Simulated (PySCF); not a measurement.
A structure optimised at r2SCAN-D4/def2-SVP, used in a PySCF frequency run:

```xyz
4

I     -0.0019     0.0698    -1.8212
C      0.0657    -0.9044     0.0000
I     -0.0019     0.0698     1.8212
H     -0.1884    -1.9679     0.0000
```
Charge 0, spin multiplicity 2.

**Question.** Write its SMILES, formula and point group.

**Answer.** I[CH]I, CHI2, Cs

**Question.** What are its rotational constants (standard atomic weights)?

**Answer.** 33.777, 0.60026, 0.58989 GHz
